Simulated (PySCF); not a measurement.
**Dipole moment and polarisability across levels of theory**

Compound: C3H7FOSi.
SMILES: `C/C(F)=C\O[SiH3]`

PySCF, dipoles from the SCF density, polarisabilities from static response with core orbitals frozen. One conformer (not necessarily the lowest) at the PBE0-D3(BJ)/def2-SVP geometry, without solvent, vibrations or thermal averaging.

The anisotropy is √(½[(α1 − α2)² + (α2 − α3)² + (α3 − α1)²]).

```json
{"level": "LDA/def2-SVPD", "μ (D)": "1.463", "α (Å³)": "11.19", "anisotropy (Å³)": "5.30"}
{"level": "PBE/def2-SVPD", "μ (D)": "1.407", "α (Å³)": "11.02", "anisotropy (Å³)": "5.30"}
{"level": "B3LYP/def2-SVPD", "μ (D)": "1.513", "α (Å³)": "10.61", "anisotropy (Å³)": "4.93"}
{"level": "PBE0/def2-SVPD", "μ (D)": "1.510", "α (Å³)": "10.52", "anisotropy (Å³)": "4.89"}
{"level": "BHandHLYP/def2-SVPD", "μ (D)": "1.613", "α (Å³)": "10.17", "anisotropy (Å³)": "4.61"}
{"level": "CAM-B3LYP/def2-SVPD", "μ (D)": "1.554", "α (Å³)": "10.45", "anisotropy (Å³)": "4.76"}
{"level": "wB97X-D/def2-SVPD", "μ (D)": "1.535", "α (Å³)": "10.45", "anisotropy (Å³)": "4.73"}
{"level": "LC-wPBE/def2-SVPD", "μ (D)": "1.524", "α (Å³)": "10.25", "anisotropy (Å³)": "4.68"}
{"level": "HF/def2-SVPD", "μ (D)": "1.662", "α (Å³)": "9.75", "anisotropy (Å³)": "4.33"}
{"level": "PBE0/6-31G*", "μ (D)": "1.303", "α (Å³)": "8.47", "anisotropy (Å³)": "4.90"}
{"level": "PBE0/def2-SVP", "μ (D)": "1.361", "α (Å³)": "9.03", "anisotropy (Å³)": "4.81"}
{"level": "PBE0/6-31+G*", "μ (D)": "1.561", "α (Å³)": "9.70", "anisotropy (Å³)": "4.58"}
{"level": "PBE0/aug-cc-pVDZ", "μ (D)": "1.499", "α (Å³)": "10.74", "anisotropy (Å³)": "4.94"}
{"level": "PBE0/def2-TZVP", "μ (D)": "1.381", "α (Å³)": "10.08", "anisotropy (Å³)": "4.86"}
{"level": "PBE0/def2-TZVPD", "μ (D)": "1.425", "α (Å³)": "10.69", "anisotropy (Å³)": "4.89"}
```

The dipole runs from 1.30 D (PBE0/6-31G*) to 1.66 D (HF/def2-SVPD). No reference polarisability is at hand; against PBE0 in the largest diffuse basis at hand (def2-TZVPD) the other PBE0 rows deviate by 6-31G* -21%, def2-SVP -16%, 6-31+G* -9%, def2-SVPD -2%, aug-cc-pVDZ +1%, def2-TZVP -6%. In one basis (def2-SVPD) the functionals order the polarisability from HF (lowest) to LDA (highest), a spread of 15%. With PBE0 the polarisability is 9.19 Å³ without diffuse functions (mean of 6-31G*, def2-SVP and def2-TZVP) and 10.41 Å³ with them (mean of 6-31+G*, def2-SVPD, aug-cc-pVDZ and def2-TZVPD).
